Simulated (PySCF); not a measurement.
InHFCl, SMILES [F][InH][Cl]. Atoms are numbered in the order given.

```xyz
4

In    -0.3074    -0.3610     0.0000
H     -1.8584    -1.0411     0.0000
F      1.2985    -1.4736     0.0000
Cl     0.3079     1.8819     0.0000
```
Charge 0, spin multiplicity 1.

Geometry optimised at B3LYP-D3(BJ)/def2-TZVP. The def2 effective core potentials stand for the cores of In; spin–orbit coupling is left out.

Level of theory: TDDFT-LC-ωPBE/def2-SVPD run with PySCF.

Vertical excitations. Gas-phase values at a fixed geometry. State labels are in the subgroup Cs.

Computed lowest excited states:
| state | symmetry | energy (eV) | λ (nm) | f | main pairs |
|---|---|---|---|---|---|
| S1 | A' | 6.65 | 186 | 0.047 | HOMO→LUMO+1 85 % |
| S2 | A" | 6.74 | 184 | 0.000 | HOMO−1→LUMO+1 45 %, HOMO→LUMO 39 %, HOMO−2→LUMO 8 % |
| S3 | A" | 6.82 | 182 | 0.035 | HOMO→LUMO 45 %, HOMO−1→LUMO+1 44 % |
| S4 | A" | 7.21 | 172 | 0.008 | HOMO−2→LUMO 84 % |
| S5 | A' | 7.23 | 172 | 0.022 | HOMO−1→LUMO 62 %, HOMO−2→LUMO+1 28 % |
| S6 | A' | 7.58 | 164 | 0.160 | HOMO−2→LUMO+1 36 %, HOMO−1→LUMO 23 %, HOMO−5→LUMO+1 16 %, HOMO−4→LUMO+1 8 % |
| S7 | A" | 7.89 | 157 | 0.032 | HOMO−3→LUMO+1 84 % |
| S8 | A" | 8.23 | 151 | 0.028 | HOMO−4→LUMO 85 % |
| S9 | A' | 8.27 | 150 | 0.018 | HOMO−3→LUMO 65 %, HOMO−4→LUMO+1 15 %, HOMO−5→LUMO+1 10 % |
| S10 | A" | 8.41 | 147 | 0.009 | HOMO−5→LUMO 86 % |
| T1 | A' | 5.86 | 211 | 0 | HOMO→LUMO+1 60 %, HOMO−2→LUMO+1 23 % |
| T2 | A" | 6.31 | 197 | 0 | HOMO−1→LUMO+1 68 %, HOMO−2→LUMO 11 % |
| T3 | A' | 6.33 | 196 | 0 | HOMO−2→LUMO+1 59 %, HOMO→LUMO+1 25 % |
| T4 | A" | 6.37 | 194 | 0 | HOMO→LUMO 44 %, HOMO−2→LUMO 23 %, HOMO−1→LUMO+1 17 % |
Triplets are in the Tamm–Dancoff approximation, which puts them higher than full response would, so one can lie above its singlet here.
